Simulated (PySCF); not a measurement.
# Si⁺: excitation energy

Si⁺ [Ne] 3s2 3p1 (2P) → Si⁺ [Ne] 3s1 3p2 (4P), as a difference of total energies. Calculation: PySCF 2.14, in aug-cc-pCVTZ-DK with one added diffuse shell each of s, p, d, f type (9s8p6d4f, 91 functions); scalar relativity by spin-free X2C-1e. Correlated levels: valence: [Ne] frozen; valence and next inner shell: 1s2 frozen; nothing frozen. The calculations carry no spin-orbit coupling.

```
                                method  excitation energy (eV)  error (eV)
                                   UHF                   3.944      -1.364
                                   LDA                   5.415      +0.107
                                   PBE                   5.299      -0.009
                                  PBE0                   5.138      -0.170
                                r2SCAN                   4.725      -0.583
                                  BP86                   5.332      +0.024
                                  MN15                   5.321      +0.013
                                 wB97X                   5.279      -0.029
                                 TPSSh                   5.193      -0.115
                         MP2 (valence)                   4.812      -0.496
                     SCS-MP2 (valence)                   5.157      -0.151
    MP2 (valence and next inner shell)                   4.989      -0.319
SCS-MP2 (valence and next inner shell)                   5.288      -0.020
                   MP2 (all electrons)                   4.983      -0.325
               SCS-MP2 (all electrons)                   5.285      -0.023
```

Reference: 5.308 eV (measured; NIST levels, between the centres of gravity of the two terms).

Errors of the correlated levels include the incompleteness of this basis and the frozen core.
